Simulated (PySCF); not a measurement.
# One molecule, several mistakes: B3CH4 cation

Calculated results; nothing here was measured. The program is PySCF 2.14.0, an open-source quantum chemistry code, run on an isolated molecule that a program drew, which may never have been made. The molecule is B3CH4 cation (charge +1, singlet), drawn as the SMILES string `B=C([BH+])B`.

Each row is a Hartree-Fock (HF) and frozen-core CCSD(T) single point in the cc-pVDZ basis, meant for a local HF minimum. Run 1 is clean. Each other run has one planted mistake out of seven kinds, and not every kind appears here: one electron removed, one electron added, multiplicity raised by two, geometry at a saddle point, minimal basis STO-3G, one bond length entered in bohr, all coordinates scaled. The reference is restricted for singlets and unrestricted otherwise, and also for a bond in bohr. Adding or removing an electron swaps singlet and doublet. Electrons count all cores. HOMO and LUMO are orbital energies over both spins, the gradient is its largest component, and the lowest frequency (negative if imaginary) is given only where the gradient is small. Bond lengths are over the 7 bonds as drawn. T1 is the CCSD diagnostic: over 0.02 (restricted) or 0.045 (unrestricted) a single reference is doubtful.

Geometry of the clean run:
```xyz
8
B3CH4 cation, angstrom
B    -3.1196   -1.1922    1.7469
C    -3.2763   -0.2780    0.6811
B    -3.5779   -0.4464   -0.6888
B    -3.0727    1.2529    1.1064
H    -2.9773   -1.8991    2.6708
H    -3.8247   -0.5187   -1.8323
H    -3.1840    2.0993    0.2770
H    -2.8153    1.5052    2.2407
```

```
run,electrons,basis functions,<S^2>,HOMO (eV),LUMO (eV),gradient (hartree/bohr),lowest frequency (cm^-1),mean bond (Å),longest bond (Å),T1,HF (hartree),CCSD(T) (hartree),mistake
1,24,76,0.000,-16.67,-4.27,2.5e-05,119,1.3074,1.602,0.0151,-113.92713,-114.31248,no fault
2,23,76,0.754,-24.17,-14.17,7.1e-02,-,1.3074,1.602,0.0127,-113.36571,-113.69528,one electron removed
3,24,76,0.590,-14.15,-5.81,4.4e-02,-,1.4870,2.670,0.0657,-113.71243,-114.10181,one bond length entered in bohr
4,24,76,2.015,-12.63,-7.32,6.5e-02,-,1.3074,1.602,0.0145,-113.79854,-114.15101,?
```

**Which mistake was planted in run 4, and what did it cost?**

Electrons, basis and geometry are unchanged, and <S^2> is 2.015, beside S(S+1) = 2.00 for a multiplicity of 3. So the mistake is: multiplicity raised by two. Subtracting run 1 and multiplying by 627.51 kcal/mol a hartree, the energy moved by 80.7 kcal/mol in HF and 101.3 kcal/mol in CCSD(T).

Cautions from the logs. Run 3: T1 is over the limit, so its CCSD(T) energy is less reliable.
